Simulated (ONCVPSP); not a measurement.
Configuration tests for F (ONCV)

F (Z = 9), optimised norm-conserving Vanderbilt (ONCV), made with ONCVPSP 4.0.1 (PW91, scalar-relativistic). Core [He], reference 2s1 2p6. Waves: 2s: rc 0.70 bohr, ncon 4, nbas 7, qcut 9.6 1/bohr, 1 projector; 2p: rc 0.85 bohr, ncon 3, nbas 7, qcut 11.4 1/bohr, 2 projectors, debl 3.3 Ha. Local part: polynomial inside 0.45 bohr (lpopt 1, dvloc0 0 Ha). Core correction: Teter function fitted to the true core (icmod 2), fcfact 0.25.

Energies are relative to the spin-unpolarised reference configuration 2s1 2p6; without spin polarisation the order of configurations can differ from experiment.

```
valence configuration  charge  ΔE all-electron (eV)  error AE − PS (meV)
              2s2 2p5       0               -18.769                  +11
              2s1 2p5      +1                19.776                 -1.7
```

What are ΔE and the potential's error for 2s2 2p4?

ΔE = 0.724 eV all-electron; the error (AE − PS) is +27 meV.

What are ΔE and the potential's error for 2s2 2p3?

ΔE = 39.235 eV all-electron; the error (AE − PS) is +93 meV.

Levels in the configuration 2s1 2p5:

```
level  all-electron (eV)  pseudo (eV)
   2s            -47.617      -47.623
   2p            -28.540      -28.535
```
